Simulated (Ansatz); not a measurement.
`CO[SiH]([SiH3])Cl` and `F[SiH]([SiH3])Cl` differ in one atom or group.

Ansatz, PBE0-D4/def2-TZVP geometries, multiplicity 1. Each molecule was computed in one conformer, which needn't be the lowest.

```tsv
property	`CO[SiH]([SiH3])Cl`
size of the dipole moment (PBE/def2-TZVPP) / D	1.36
LUMO energy (ωB97M-V/def2-TZVPP) / eV	1.62
ideal-gas entropy at 298 K and 1 bar (rigid rotor, harmonic PBE0-D4/def2-TZVP) / J/(mol·K)	392
HOMO energy (ωB97M-V/def2-TZVPP) / eV	-10.16
LUMO energy (B3LYP/def2-TZVPP) / eV	-0.33
HOMO energy (PBE0/def2-TZVPP) / eV	-8.09
```

Give the same properties after the change, and the shifts. (An estimate is asked.)

Ansatz gave: 
| property | `F[SiH]([SiH3])Cl` | shift |
| --- | --- | --- |
| size of the dipole moment (PBE/def2-TZVPP) / D | 1.46 | 0.10 |
| LUMO energy (ωB97M-V/def2-TZVPP) / eV | 1.22 | -0.40 |
| ideal-gas entropy at 298 K and 1 bar (rigid rotor, harmonic PBE0-D4/def2-TZVP) / J/(mol·K) | 344 | -48 |
| HOMO energy (ωB97M-V/def2-TZVPP) / eV | -10.45 | -0.29 |
| LUMO energy (B3LYP/def2-TZVPP) / eV | -0.76 | -0.43 |
| HOMO energy (PBE0/def2-TZVPP) / eV | -8.40 | -0.31 |

With PBE0 the HOMO falls by 0.31 eV and the LUMO falls by 0.42 eV, so the gap narrows by about 0.11 eV. PBE moves the HOMO by -0.30 eV and ωB97M-V by -0.29 eV. The zero-point energy changes by -104.6 kJ/mol with -12 modes. Dipoles are sizes alone; their direction can turn.

B3LYP here is the variant with VWN-RPA as its local correlation; programs differ in this.
